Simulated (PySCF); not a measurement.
F2Sr, charge +1, doublet, geometry from GFN2-xTB (such geometries of metal compounds can be far from the true shape) (a state made from the parent by changing its charge; the spin is typed, not shown lowest) (core potentials on Sr). Base run: M062X/def2-SVP (PySCF).

Input for PySCF:
```python
from pyscf import gto, scf, dft

mol = gto.Mole()
mol.atom = '''
    Sr   -0.51111909   -0.11805827   -0.04548426
    F     0.91037426    1.34179717   -0.84459637
    F     1.24768413   -0.84332893    1.03664102
'''
mol.basis = 'def2-svp'
mol.ecp = {'Sr': 'def2-svp'}
mol.charge = 1
mol.spin = 1
mol.verbose = 4
mol.build()

mf = dft.UKS(mol)
mf.xc = 'm062x'
mf.kernel()
```

The base run was repeated with changes; each row names its change, and settings that it needs were set with it.

```csv
change,E (Eh),HOMO (eV),<S^2>,core-seconds (rough),outcome
base,-229.82287,-15.31,0.771,7,converged
functional = b3lyp; dispersion = d4,-230.00040,-14.60,0.761,3,converged
functional = b3lyp5,-229.89810,-14.50,0.761,5,converged
functional = m06,-229.88728,-14.88,0.763,8,converged
functional = camb3lyp,-229.90062,-15.69,0.765,8,converged
functional = blyp; dispersion = d3bjm,-229.96377,-14.06,0.754,7,converged
functional = pbe0; dispersion = d3bj,-229.78799,-14.57,0.764,4,converged
functional = b3lyp,-229.99854,-14.60,0.761,3,converged
functional = r2scan,-229.92804,-14.07,0.758,10,converged
functional = pbe0,-229.78717,-14.57,0.764,3,converged
functional = b97m_v,-,-,-,-,not converged
functional = b97-1,-229.91851,-14.50,0.761,3,converged
functional = scan,-,-,-,-,not converged
```

Totals shift with the method and basis; they matter in differences.

Open shells are given as the SCF converged; they aren't shown to be the lowest states, and a large step between rows can be another state.
